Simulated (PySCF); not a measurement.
## Cost of excited-state runs on `C[Si@@H]1N[Si@@H](C)P1`, C2H10NPSi2

Geometry:
| atom | x (Å) | y (Å) | z (Å) |
| --- | --- | --- | --- |
| C1 | 2.892 | -0.028 | 0.004 |
| Si2 | 1.179 | 0.495 | 0.628 |
| N3 | 0.000 | -0.783 | 0.519 |
| Si4 | -1.254 | -0.230 | -0.558 |
| C5 | -2.961 | -0.146 | 0.258 |
| P6 | -0.152 | 1.745 | -0.715 |
| H7 | 3.299 | -0.821 | 0.624 |
| H8 | 3.583 | 0.807 | 0.039 |
| H9 | 2.853 | -0.390 | -1.019 |
| H10 | 1.236 | 1.042 | 1.990 |
| H11 | 0.036 | -1.672 | 0.991 |
| H12 | -1.276 | -1.049 | -1.779 |
| H13 | -3.689 | 0.288 | -0.419 |
| H14 | -2.941 | 0.459 | 1.159 |
| H15 | -3.305 | -1.139 | 0.525 |
| H16 | 0.492 | 1.431 | -1.897 |

PySCF with density fitting, on 1 thread of an Intel Xeon Platinum 8488C, shared host. Command: `OMP_NUM_THREADS=1 python excited_run.py task.json out`

Problem. How long does this run take, and how much memory?
- circular dichroism and optical rotation, B3LYP/def2-SVPD; 8 states

Solution. 
```tsv
run	level	basis functions	wall time	peak memory (GiB)
circular dichroism and optical rotation	B3LYP/def2-SVPD	212	63 s	0.97
```
Times from a shared host are rough.
